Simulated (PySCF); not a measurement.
**MF for M along group 11**

r²SCAN with triple-zeta basis sets in PySCF, for the lowest determinant that a PBE0 search found; no spin–orbit coupling. De refers to high-spin ground-configuration atoms. A positive dipole means M(−)F(+).

| M | basis | state (unpaired electrons) | Re (Å) | ωe (cm⁻¹) | De (eV) | μ (D) |
| --- | --- | --- | --- | --- | --- | --- |
| Cu | x2c-TZVPPall | singlet (closed shell) | 1.722 | 645 | 4.21 | -4.54 |
| Ag | def2-TZVPP | singlet (closed shell) | 1.970 | 510 | 3.42 | -5.35 |
| Au | def2-TZVPP | singlet (closed shell) | 1.922 | 557 | 3.05 | -3.87 |

The shortest bond is that of CuF (1.722 Å), the longest that of AgF (1.970 Å). CuF is bound most strongly (4.21 eV) and AuF least (3.05 eV).

The rows differ in basis set, which adds steps of its own.

Down a group the atoms grow and get heavier, so bonds lengthen and wavenumbers fall; the exceptions here are the shorter bond at Au and the higher wavenumber at Au. Relativity and the filled 4f shell contract the atoms of the sixth period.

Spin–orbit coupling is left out, which matters for elements this heavy, above all for dissociation energies.
